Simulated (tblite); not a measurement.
A geometry optimisation, step by step.

Species: C7H11FSSi.
Bonds: C1–C2, C2–C3, C3–C4, C4–C5 (aromatic), C5–C6 (aromatic), C6–Si7, C6–S8 (aromatic), S8–C9 (aromatic), C9–F10, C4–C9 (aromatic). Hydrogens: H11, H12, H13 on C1; H14, H15 on C2; H16, H17 on C3; H18 on C5; H19, H20, H21 on Si7.

Computed with GFN2-xTB (tblite), gas phase: L-BFGS steps from a force-field or distance-geometry start until the largest atomic force falls under 0.01 eV/Å. 6 of its 84 geometries are shown.

Step 0: E = -824.1868 eV, largest atomic force 1.469 eV/Å
```
atom  x, y, z in Å  |  force x, y, z in eV/Å
C1     -2.194    0.635    1.418   -0.679   0.302   0.197
C2     -2.523   -0.152    0.150    0.182  -0.068   0.413
C3     -1.420   -1.174   -0.199   -0.320   0.104  -0.292
C4     -0.141   -0.532   -0.647    0.788  -0.247   1.114
C5      1.038   -0.434    0.182    0.098   0.599  -1.338
C6      2.087    0.195   -0.477   -0.613  -0.584   0.959
Si7     3.834    0.628    0.037    0.585   0.041   0.618
S8      1.649    0.651   -2.071    0.401   0.413  -0.720
C9      0.093    0.008   -1.877   -1.150  -0.435   0.347
F10    -0.850    0.042   -2.839    0.377   0.122  -0.029
H11    -2.022   -0.029    2.267    0.041   0.030  -0.158
H12    -1.327    1.272    1.284    0.133  -0.024  -0.045
H13    -3.052    1.289    1.685    0.487  -0.346  -0.172
H14    -3.454   -0.700    0.317    0.020  -0.023  -0.048
H15    -2.692    0.545   -0.670    0.123  -0.084  -0.095
H16    -1.801   -1.806   -1.004    0.019   0.025  -0.146
H17    -1.246   -1.834    0.653    0.125   0.190   0.069
H18     1.104   -0.804    1.194   -0.036   0.097  -0.248
H19     4.050    0.171    1.445   -0.172   0.123  -0.489
H20     4.820   -0.055   -0.835   -0.297   0.173   0.127
H21     4.038    2.101   -0.014   -0.114  -0.408  -0.066
```

Step 17: E = -824.3264 eV, largest atomic force 0.082 eV/Å
```
atom  x, y, z in Å  |  force x, y, z in eV/Å
C1     -2.178    0.639    1.417    0.016  -0.020  -0.022
C2     -2.505   -0.163    0.162   -0.003   0.003   0.021
C3     -1.411   -1.182   -0.188   -0.032  -0.003   0.040
C4     -0.136   -0.528   -0.620   -0.032  -0.033  -0.036
C5      1.047   -0.389    0.146   -0.014  -0.033   0.009
C6      2.080    0.222   -0.496   -0.003   0.022  -0.004
Si7     3.818    0.610    0.083    0.031   0.018   0.026
S8      1.620    0.677   -2.107   -0.008   0.038  -0.072
C9      0.048    0.013   -1.855    0.001   0.011  -0.023
F10    -0.856    0.049   -2.840   -0.020   0.004  -0.027
H11    -2.010   -0.028    2.262    0.005   0.017  -0.030
H12    -1.282    1.239    1.266   -0.019  -0.024   0.014
H13    -3.003    1.304    1.669    0.048  -0.012  -0.036
H14    -3.444   -0.702    0.311    0.016   0.004   0.011
H15    -2.644    0.517   -0.683    0.008  -0.026   0.024
H16    -1.774   -1.818   -1.000    0.008   0.034   0.004
H17    -1.208   -1.817    0.675   -0.018   0.007   0.042
H18     1.136   -0.748    1.155   -0.032  -0.020   0.038
H19     3.944    0.128    1.459   -0.012   0.013  -0.044
H20     4.755   -0.068   -0.816    0.015   0.011   0.037
H21     3.994    2.061   -0.001    0.044  -0.010   0.030
```

Step 33: E = -824.3342 eV, largest atomic force 0.019 eV/Å
```
atom  x, y, z in Å  |  force x, y, z in eV/Å
C1     -2.145    0.637    1.407    0.007   0.005   0.010
C2     -2.496   -0.173    0.166    0.000   0.012   0.013
C3     -1.407   -1.197   -0.181   -0.017   0.007   0.006
C4     -0.144   -0.536   -0.642   -0.015  -0.002  -0.002
C5      1.039   -0.378    0.121   -0.010  -0.013  -0.002
C6      2.059    0.259   -0.518   -0.003  -0.009   0.002
Si7     3.796    0.618    0.096    0.006   0.005   0.002
S8      1.584    0.711   -2.129    0.000   0.011  -0.002
C9      0.023    0.018   -1.874    0.013  -0.009  -0.001
F10    -0.887    0.047   -2.855    0.011   0.001   0.003
H11    -2.002   -0.020    2.262    0.005  -0.005   0.005
H12    -1.229    1.204    1.253    0.007  -0.006  -0.014
H13    -2.944    1.335    1.645    0.001   0.008  -0.016
H14    -3.436   -0.704    0.333    0.016  -0.003   0.004
H15    -2.638    0.497   -0.684   -0.011  -0.007   0.003
H16    -1.778   -1.850   -0.975    0.009   0.011  -0.009
H17    -1.190   -1.810    0.695    0.002  -0.002  -0.004
H18     1.128   -0.738    1.131    0.002  -0.010   0.001
H19     3.863    0.107    1.464   -0.005   0.005   0.001
H20     4.757   -0.069   -0.768   -0.005  -0.007  -0.004
H21     4.037    2.060    0.054   -0.014   0.010   0.003
```

Step 50: E = -824.3369 eV, largest atomic force 0.040 eV/Å
```
atom  x, y, z in Å  |  force x, y, z in eV/Å
C1     -2.103    0.650    1.396    0.010   0.008   0.003
C2     -2.492   -0.183    0.182   -0.010  -0.008  -0.011
C3     -1.414   -1.207   -0.194    0.027  -0.006  -0.004
C4     -0.153   -0.546   -0.656    0.009  -0.015   0.002
C5      1.029   -0.397    0.110   -0.009  -0.001   0.019
C6      2.048    0.256   -0.516   -0.001  -0.018   0.009
Si7     3.775    0.629    0.115   -0.013  -0.009   0.014
S8      1.577    0.726   -2.122    0.003   0.011  -0.010
C9      0.018    0.020   -1.882   -0.005  -0.006   0.008
F10    -0.884    0.056   -2.869   -0.007   0.004   0.005
H11    -1.980    0.015    2.271    0.006  -0.008   0.007
H12    -1.168    1.178    1.222    0.028   0.002  -0.026
H13    -2.873    1.387    1.612   -0.020  -0.005   0.010
H14    -3.419   -0.719    0.393   -0.037  -0.008   0.013
H15    -2.675    0.471   -0.672    0.011   0.024  -0.016
H16    -1.797   -1.844   -0.995   -0.010   0.009   0.002
H17    -1.191   -1.835    0.670    0.005  -0.003  -0.002
H18     1.119   -0.777    1.113   -0.001   0.013  -0.010
H19     3.831    0.122    1.486    0.001   0.008  -0.006
H20     4.744   -0.058   -0.739    0.014   0.003  -0.005
H21     3.999    2.074    0.075   -0.001   0.004  -0.002
```

Step 66: E = -824.3382 eV, largest atomic force 0.020 eV/Å
```
atom  x, y, z in Å  |  force x, y, z in eV/Å
C1     -2.073    0.654    1.385    0.000   0.003  -0.003
C2     -2.494   -0.184    0.184    0.014  -0.003  -0.006
C3     -1.425   -1.215   -0.201    0.017  -0.003  -0.007
C4     -0.159   -0.557   -0.656    0.001   0.003   0.002
C5      1.022   -0.410    0.114   -0.001  -0.018  -0.003
C6      2.043    0.242   -0.510   -0.009   0.003   0.007
Si7     3.765    0.635    0.125   -0.014  -0.001   0.009
S8      1.572    0.722   -2.114    0.000   0.002  -0.004
C9      0.012    0.018   -1.877    0.001  -0.007   0.001
F10    -0.893    0.065   -2.862    0.001  -0.005   0.002
H11    -1.931    0.025    2.261   -0.001  -0.003  -0.007
H12    -1.140    1.173    1.180    0.001   0.005  -0.001
H13    -2.834    1.396    1.614   -0.009  -0.004   0.013
H14    -3.422   -0.713    0.410    0.006   0.015   0.012
H15    -2.681    0.469   -0.670   -0.001   0.000  -0.002
H16    -1.813   -1.840   -1.010   -0.003   0.000   0.001
H17    -1.206   -1.855    0.655   -0.001   0.007  -0.002
H18     1.110   -0.791    1.117    0.000   0.003  -0.011
H19     3.820    0.138    1.499    0.002  -0.003   0.000
H20     4.751   -0.038   -0.722   -0.003  -0.001   0.000
H21     3.969    2.083    0.079    0.000   0.006  -0.002
```

Step 83: E = -824.3389 eV, largest atomic force 0.009 eV/Å
```
atom  x, y, z in Å  |  force x, y, z in eV/Å
C1     -2.047    0.660    1.378   -0.001  -0.004   0.000
C2     -2.486   -0.178    0.185    0.000  -0.003   0.000
C3     -1.431   -1.222   -0.207    0.004   0.005  -0.003
C4     -0.162   -0.572   -0.663    0.002  -0.007  -0.003
C5      1.016   -0.425    0.110   -0.006   0.003   0.000
C6      2.034    0.238   -0.507   -0.002  -0.005  -0.001
Si7     3.749    0.642    0.137   -0.003  -0.001   0.002
S8      1.565    0.724   -2.110    0.000  -0.004  -0.002
C9      0.009    0.009   -1.882    0.000  -0.002   0.002
F10    -0.894    0.056   -2.868    0.003  -0.001   0.001
H11    -1.873    0.027    2.246    0.000   0.003   0.003
H12    -1.127    1.196    1.155   -0.006   0.002  -0.001
H13    -2.815    1.387    1.632    0.004   0.000   0.004
H14    -3.417   -0.696    0.425   -0.002   0.000   0.004
H15    -2.677    0.472   -0.671    0.001   0.000   0.003
H16    -1.831   -1.840   -1.015    0.008   0.003   0.002
H17    -1.216   -1.865    0.648   -0.002   0.005  -0.007
H18     1.104   -0.811    1.110   -0.002   0.004  -0.006
H19     3.805    0.147    1.512   -0.003  -0.003   0.003
H20     4.742   -0.025   -0.706    0.005   0.000  -0.002
H21     3.942    2.092    0.091    0.002   0.005   0.000
```

Question: Summarise the path.

Answer: The energy falls by 14.68 kJ/mol from step 0 to step 83; nine tenths of that is first reached at step 15. It falls at every step. The largest force goes from 1.469 to 0.009 eV/Å. Among the bonds Si7–H19 changes most (a near tie, within 0.001 Å, with another), from 1.495 to 1.462 Å; the atoms move by 0.135 Å rms after alignment.

Question: Follow the three bonds and two angles with the largest change from start to end.

Answer: 
```
step  E above end (kJ/mol)  largest force (eV/Å)  Si7–H19 (Å)  S8–C9 (Å)  C4–C5 (Å)  Si7–C6–S8 (°)  C4–C9–F10 (°)
   0                 14.68                 1.469        1.495      1.694      1.445          115.6          122.2
   4                  3.09                 0.185        1.453      1.728      1.421          115.9          125.8
   7                  2.39                 0.173        1.463      1.721      1.419          117.0          126.3
  11                  1.90                 0.110        1.461      1.726      1.419          117.4          126.2
  14                  1.59                 0.091        1.461      1.726      1.418          117.9          126.0
  18                  1.13                 0.061        1.463      1.725      1.416          118.7          125.9
  22                  0.82                 0.076        1.460      1.725      1.417          119.3          125.9
  25                  0.66                 0.053        1.462      1.726      1.415          119.8          126.1
  29                  0.51                 0.035        1.462      1.727      1.416          120.2          126.0
  32                  0.47                 0.022        1.462      1.727      1.417          120.4          126.1
  36                  0.42                 0.029        1.462      1.727      1.416          120.4          126.1
  40                  0.35                 0.040        1.463      1.727      1.417          120.5          126.2
  43                  0.31                 0.029        1.462      1.727      1.416          120.4          126.2
  47                  0.26                 0.032        1.462      1.727      1.416          120.3          126.1
  51                  0.18                 0.038        1.463      1.727      1.416          120.4          126.3
  54                  0.16                 0.023        1.462      1.727      1.416          120.3          126.2
  58                  0.13                 0.023        1.462      1.727      1.417          120.3          126.1
  61                  0.11                 0.020        1.462      1.727      1.417          120.2          126.1
  65                  0.08                 0.019        1.462      1.727      1.417          120.2          126.2
  69                  0.05                 0.020        1.462      1.727      1.416          120.1          126.1
  72                  0.04                 0.014        1.462      1.727      1.417          120.1          126.1
  76                  0.02                 0.016        1.463      1.727      1.417          120.2          126.1
  79                  0.01                 0.013        1.463      1.727      1.417          120.1          126.0
  83                  0.00                 0.009        1.462      1.727      1.417          120.2          126.1
```

The cost below is that of the whole relaxation. On one thread of an Intel Xeon Platinum 8488C, shared host with 192 logical CPUs at a one-minute load of 82, this took 0.87 s.
